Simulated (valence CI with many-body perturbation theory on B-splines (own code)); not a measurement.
Os LIII: one-electron terms

Calculated by configuration interaction combined with many-body perturbation theory (CI+MBPT): six valence electrons over a frozen Dirac-Fock core [Ar], a basis of 7 s, 7 p, 8 d, 6 f, 4 g, 1 h functions for each j, with the one-electron correlation potential Σ1 (screened to all orders), the two-electron term Σ2, the three-electron term Σ3, Breit, model QED; selected single and double excitations, second order for the rest, scaled by the run's own slope (own B-spline code, finite nucleus).

The last digits are not significant, and no measured levels were compared; by estimate large intervals hold to a few tenths of a per cent, small ones and those within an open d or f shell to about a per cent. Core correlation moves these levels by up to 17000 cm⁻¹, and in measured spectra 5 to 20 % of such shifts remained as error; rates that hang on mixing are uncertain with them. Among the levels kept, up to 1100 cm⁻¹ of a level comes from second order outside the variational space, and about a tenth of that is noise between levels of different J, which matters for small intervals. The list stops below the first excitations out of the core. Only levels of the ground parity were solved; by the run's estimate the other parity begins above the list, which can be wrong where configurations are misplaced.

These are the spectroscopic orbitals of the CI (the correlating ones are not listed), shaped by the core and the other valence electrons. h is the expectation value of the core's Dirac-Fock operator, without the valence repulsion; Σ1 is computed up to l = 3 at one energy for each symmetry, that of its lowest orbital but kept below the first core excitation, so for empty shells it is not the orbital's own correlation shift; Breit and QED include the response of the core, and the two lowest orbitals of each symmetry also the frequency dependence of Breit exchange, which makes a step in that column.

```csv
Orbital,h (hartree),Σ1 (cm⁻¹),Breit (cm⁻¹),QED (cm⁻¹),⟨r⟩ (bohr)
4s1/2,-126.26,-8027,16315,12652,0.3631
5s1/2,-77.641,-3104,7951,6303,0.5906
6s1/2,-52.547,-1562,4359,3530,0.8766
4p1/2,-122.95,-10635,25878,632,0.3571
5p1/2,-75.993,-3895,12893,331,0.5882
6p1/2,-51.614,-1923,7149,190,0.8778
4p3/2,-117.45,-9643,14684,1685,0.3755
5p3/2,-73.309,-3727,7430,868,0.6108
6p3/2,-50.106,-1877,4577,496,0.9050
3d3/2,-210,-21565,34572,-2364,0.1628
4d3/2,-113.01,-10729,12822,-656,0.3533
5d3/2,-71.137,-4172,6251,-296,0.5974
3d5/2,-206.7,-19167,18486,-613,0.1668
4d5/2,-111.76,-10126,6894,-47.1,0.3582
5d5/2,-70.51,-3887,3342,0.8,0.6033
4f5/2,-107.68,-26447,2036,-485,0.3191
5f5/2,-68.621,-10559,907,-231,0.5699
4f7/2,-107.22,-20475,153,-226,0.3213
5f7/2,-68.372,-8156,135,-98.5,0.5725
5g7/2,-67.215,,170,-66.7,0.5125
5g9/2,-67.097,,-32.4,-2.4,0.5138
```

Among the shells of the start configuration 3d6, Σ1 is largest in size for 3d3/2, where it is 0.047 % of h.

Lowest root of each symmetry, sizes in configuration state functions:

| J | Parity | Roots | Reference | Variational | Second order | Change by selected CI (cm⁻¹) | Change by second order (cm⁻¹) |
| --- | --- | --- | --- | --- | --- | --- | --- |
| 0 | even | 5 | 26 | 15452 | 262067 | -37267 | -10 |
| 1 | even | 4 | 60 | 31644 | 701163 | -31326 | -55 |
| 2 | even | 8 | 86 | 32292 | 1164169 | -32961 | -577 |
| 3 | even | 6 | 88 | 30487 | 1158388 | -29564 | -733 |
| 4 | even | 7 | 77 | 32157 | 472765 | -30825 | -883 |
| 5 | even | 2 | 52 | 28587 | 39663 | -31126 | -600 |
| 6 | even | 2 | 31 | 29066 | 25770 | -30905 | -236 |
